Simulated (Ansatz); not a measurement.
Sn(H)2(Br)(vinyl) (C2H5BrSn), SMILES [Br][SnH2][CH]=C.

The structure is a stationary point at r2SCAN-D4/def2-SVP. The structure was generated by enumeration; whether it is a known compound was not checked. The def2 effective core potentials stand for the cores of Sn; spin–orbit coupling is left out. The values are those of a single conformer.

Two levels are set side by side: PBE/def2-SVPD (Ansatz, a program for electronic structure) and PBE0/def2-SVPD (Ansatz). Energy differences of separate SCF runs at the same geometry; the states with an electron removed or added have multiplicity 2 and 2. Differences are taken from unrounded values.

```
quantity                            PBE
---------------------------------  ----
vertical ionisation energy (eV)    9.54
vertical singlet–triplet gap (eV)  4.26
```

These are the PBE values. What does PBE0 give? (Estimate from the structure and the level; the computed values follow.)


| quantity | PBE0 | PBE minus PBE0 |
|---|---|---|
| vertical ionisation energy (eV) | 9.89 | -0.35 |
| vertical singlet–triplet gap (eV) | 4.12 | 0.14 |
